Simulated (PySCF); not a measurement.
Distorted geometries of BiH5

BiH5 (singlet). PySCF 2.14.0, RKS PBE, Bi def2-SVP with ECP60, H def2-SVP; non-relativistic Hamiltonian with scalar-relativistic core potentials where named; density fitting; no spin-orbit coupling. Relaxed geometry:

```xyz
6

Bi    0.0000    0.0000    0.0000
H     0.0000    0.0000    1.8875
H     0.0000    0.0000   -1.8875
H     1.8259    0.0000    0.0000
H    -0.9129    1.5813    0.0000
H    -0.9129   -1.5813    0.0000
```

Q: Order these distorted geometries by energy above the relaxed one, lowest first.
A.
```xyz
6

Bi    0.1046    0.0992   -0.0150
H    -0.3648    0.0385    1.7791
H     0.0022   -0.0004   -1.8912
H     1.8902   -0.0250    0.1570
H    -0.8663    1.4699   -0.0004
H    -0.7659   -1.5823   -0.0294
```
B.
```xyz
6

Bi    0.2187   -0.0193   -0.0984
H    -0.4234   -0.2629    1.8763
H     0.1482    0.0694   -1.8917
H     1.8153    0.0306    0.0889
H    -0.9003    1.5386    0.0611
H    -0.8584   -1.3565   -0.0362
```
C.
```xyz
6

Bi    0.0401    0.0445   -0.0515
H     0.0291   -0.0765    1.9142
H    -0.0562   -0.0714   -1.8969
H     1.7898    0.0423   -0.0921
H    -0.8930    1.5226    0.1357
H    -0.9098   -1.4614   -0.0094
```

A: C (0.15 eV), A (0.39 eV), B (1.00 eV).

Q: Which forces (eV/Å) act in the one that lies 0.15 eV up?

A: 
```
Bi  -0.56 -0.58  1.04
H    0.21  0.11 -0.38
H    0.03  0.29 -0.37
H    0.83  0.05 -0.02
H   -0.26  0.60 -0.25
H   -0.25 -0.47 -0.02
```
Forces carry noise of the integration grid, about 0.01 to 0.03 eV/Å.
